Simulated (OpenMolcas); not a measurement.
W3+.

| Property | Result |
| --- | --- |
| Program | OpenMolcas 26.06 |
| Basis | ANO-RCC-VTZP [8s7p5d3f2g1h] |
| Scalar Hamiltonian | DKH2, point nucleus |
| Active space | 9 electrons in 8 orbitals (RAS1 5p, at most 2 holes; RAS2 5d) |
| State averaging | 2S+1 = 4 even, 10 roots; 2S+1 = 2 even, 40 roots |
| Spin-orbit coupling | state interaction with AMFI integrals over the reference wave functions, term energies averaged over their components |

Two sets of levels on these reference wave functions, in eV above 5d³ ⁴F_3/2: one from RASSCF and one from MS-RASPT2, IPEA 0.25 Eh, imaginary shift 0.1 Eh (closed shells correlated: 5s).

```csv
Level,Set 1,Set 2
5d³ ⁴F_3/2,0.0000,0.0000
5d³ ⁴F_5/2,0.478,0.451
5d³ ⁴F_7/2,0.904,0.889
5d³ ⁴F_9/2 [72 %],1.235,1.264
5d³ ⁴P_1/2 [52 %],1.502,1.789
5d³ ²G_7/2,2.049,2.277
5d³ ²H_9/2 [52 %],2.170,2.393
5d³ ⁴P_5/2,2.286,2.402
5d³ ²P_1/2 [52 %],2.406,2.867
5d³ ²H_11/2,2.965,3.266
5d³ ²D_5/2(1),3.121,3.370
5d³ ²F_7/2,3.860,4.348
5d³ ²F_5/2,3.857,4.351
5d³ ²D_5/2(2),5.824,6.326
5d³ ²D_3/2(2),5.850,6.367
```

Problem. Which set is which?

Solution. Set 1 is MS-RASPT2. Its levels of the other terms of 5d³ lie at 0.84 to 0.95 of the other set's values, as expected, since terms of lower spin or lower L gain more correlation energy than the Hund ground term. Against 10 measured levels (the list in J. Phys. B 45, 035001 (2012)) the mean absolute deviation is 1800 cm-1 with it and 3700 cm-1 without; single levels miss by up to 3700 cm-1 with it.

CASPT2 does not keep the components of a term degenerate, so their means are used; among the terms shown or strongly mixed into the levels shown the widest spread is 900 cm-1 (5d³ ⁴F, MS-RASPT2). Over all roots computed the reference weight is 0.91 to 0.97 in MS-RASPT2; the roots of lowest weight are the least certain, and an intruder state may touch them. Active for correlation alone: 5p; no level in the range computed is led by a configuration that opens it, so any true level of that kind is missing. Without dynamic correlation excited terms often stand tens of per cent too high (terms of higher spin than the ground term too low), and those without a measured partner can miss by more than the paired ones (holds for RASSCF). Some levels mix across a computed gap that differs much from the measured one, so their mixing is not that of the real levels (holds for RASSCF). The CASPT2 spread within a term exceeds the gap to the next term for 5d³ ²H and 5d³ ²D(1), so the order of their levels is uncertain (holds for MS-RASPT2). Computed and measured levels are paired by configuration, term and J; levels that our copy of the source lacks, or whose pairing is in doubt (as where it misses far off the trend of its configuration), stay unpaired and out of the deviations. Levels of configurations outside the active space are missing. The table leaves out levels that lie high or whose names do not pair safely across all columns.

A share in square brackets marks a mixed level and gives the weight of the term that names it, the lowest over the columns. A number in round brackets counts repeated terms of one configuration in the order of the reference energies.
